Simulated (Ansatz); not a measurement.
The first iterations of a band of GaH4N (6 atoms, charge 0, multiplicity 1).

Level of theory: RKS PBE0/def2-SVP (Ansatz 0.2.0).

- movable images: 3
- climbing image: no
- spring: 5.0 eV/Å²
- optimiser: quadratic models (default)
- start path: through a guess of the saddle point
- force threshold: 0.05 eV/Å
- iteration limit: 60
- end points: relaxed

Image 0:

```xyz
6
Properties=species:S:1:pos:R:3
Ga 0.564 0.031 0.050
N 0.977 -0.035 1.811
H 0.296 -0.134 2.554
H 1.919 0.023 2.179
H 1.758 0.188 -0.948
H -0.951 -0.074 -0.323
```

Image 4:

```xyz
6
Properties=species:S:1:pos:R:3
Ga -0.047 -1.315 -0.080
N 1.232 0.107 1.298
H 0.620 0.534 1.995
H 2.007 -0.334 1.790
H 1.607 0.872 0.736
H -0.856 0.135 -0.416
```

| iteration | highest image above the first end (eV) | largest band force component (eV/Å) |
| --- | --- | --- |
| 1 | 5.353 | 4.183 |
| 2 | 4.136 | 2.650 |
| 3 | 3.232 | 2.475 |
| 4 | 2.627 | 2.328 |
| 5 | 2.147 | 1.763 |
| 6 | 1.518 | 1.929 |
| 7 | 1.482 | 1.324 |
| 8 | 1.497 | 0.556 |
| 9 | 1.534 | 0.939 |

Problem. Does the band converge within its limit, and where does its top end?

Solution. It converged. It ended after 28 iterations with the highest image 0.665 eV above the first end. Beside the main top the profile has a ripple of under 15 meV (maxima at images 1, 3), which may be a very shallow well or noise. The top lies less than 8 meV above the higher end, about what the thresholds resolve: that end is a shoulder or a very shallow well. No image climbed, so the highest image needn't sit at the top of the path. A band with more images between the same ends climbed to 2.70 eV, so this one has probably stepped over the top. So few images can step over the top or miss a turn of the path. The orbitals stay closed-shell, which can raise the energy where a bond breaks towards radicals; this wasn't checked here.

Run time: 6.5 min on 1 thread of AMD EPYC 7571, on a shared host, peak memory 0.15 GiB.
